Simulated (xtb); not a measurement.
xtb input:

```bash
xtb mol.xyz --gfn 1 --sp --chrg 0 --uhf 0
```
mol.xyz:
```
15

C     -1.65691817    -0.79636213    -0.38564540
C     -0.52278099     0.04773370     0.19469952
C     -0.46619912     1.43026824    -0.45296424
C      0.80136404    -0.68756656     0.04906601
O      1.82004174     0.05445435     0.71634923
H     -2.61685148    -0.29235873    -0.26218020
H     -1.72504826    -1.77093654     0.10270601
H     -1.50946393    -0.96629567    -1.45591552
H     -0.69727634     0.17533522     1.26861938
H     -0.31107238     1.34253724    -1.53252840
H      0.35026452     2.02193010    -0.04104718
H     -1.40035727     1.97263530    -0.29401560
H      0.71345967    -1.69213926     0.48169695
H      1.04011140    -0.80010022    -1.01781706
H      2.66310579    -0.39068173     0.58875250
```

Problem. Which total energy does the run end on?

Solution. -18.55889 Eh (GFN1-xTB).
